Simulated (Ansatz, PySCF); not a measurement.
System: SiN3H6, net charge 0, doublet state. SMILES: N[Si](N)N
Coordinates optimised at B3LYP-D3(BJ)/def2-TZVP (Ansatz, a quantum-chemistry and plane-wave program):
```xyz
10

N      0.4682     1.3125    -0.8422
Si    -0.0709     0.1886     0.3602
N      1.1467    -1.0327     0.5191
N     -1.5038    -0.5755    -0.2418
H      0.9933     2.1327    -0.5825
H     -0.1408     1.4960    -1.6262
H      1.2697    -1.5280     1.3884
H      2.0280    -0.8874     0.0483
H     -2.4153    -0.1996    -0.0321
H     -1.5206    -1.5840    -0.2852
```
Charge 0, spin multiplicity 2.

Property: enthalpy of formation at 298 K, in kcal/mol. Terms: 6-31G* and kin with 6d, 5d where marked; LANL2DZ with its own core potentials from Na on; dispersion terms only where a functional's name holds one; 6-311+G** with 5d, 6d on Na to Ar in Ansatz; frozen cores in correlated levels; open shells spin-unrestricted; no spin-orbit coupling; non-relativistic. Basis-set limits of correlation are two-point, X^-3; Hartree-Fock from the larger set. First-principles rows: single points at B3LYP-D3(BJ) geometries (Ansatz), with unscaled harmonic terms from B3LYP/6-31G* (Ansatz) at its own minima, enthalpies of formation by atomisation with measured atoms.

Coupled cluster (Ansatz) is a level with limits of its own, used here on species with T1 under 0.025 (0.045 for open shells) and stable references: CCSD(T)/CBS(aug-cc-pV(T+d)Z,aug-cc-pV(Q+d)Z).

Value to compare with, CCSD(T)/CBS(aug-cc-pV(T+d)Z,aug-cc-pV(Q+d)Z) (Ansatz): -19.7 kcal/mol.

```
level                        program  enthalpy of formation at 298 K (kcal/mol)  difference
--------------------  --------------  -----------------------------------------  ----------
HF/STO-3G                     Ansatz                                      245.8       265.5
HF/6-31G*                     Ansatz                                      289.2       308.9
PBE/STO-3G                    Ansatz                                      -82.3       -62.6
BP86/def2-SVP                  PySCF                                      -33.3       -13.6
B3LYP/LANL2DZ                 Ansatz                                       33.2        52.9
M06-2X/6-311+G**               PySCF                                       -7.3        12.4
r2SCAN-D4/def2-TZVPD  Ansatz + dftd4                                      -14.6         5.1
B3LYP/def2-TZVPD              Ansatz                                      -18.5         1.2
wB97X-V/def2-TZVPD            Ansatz                                      -23.7        -4.0
```

Among the 6 habitual levels, HF/6-31G* lies farthest from CCSD(T)/CBS(aug-cc-pV(T+d)Z,aug-cc-pV(Q+d)Z) (Ansatz) (308.9 kcal/mol) and M06-2X/6-311+G** nearest (12.4); 4 of 6 lie above it, and their mean absolute difference is 119.3 kcal/mol, the median 57.8. One case shows no general order.

The levels are drawn from those run, B3LYP/6-31G* more often than the rest, none by its result; left out are runs that failed, that the program found above a lower state of the same kind, or whose <S^2> lies over 0.5 above the pure value.
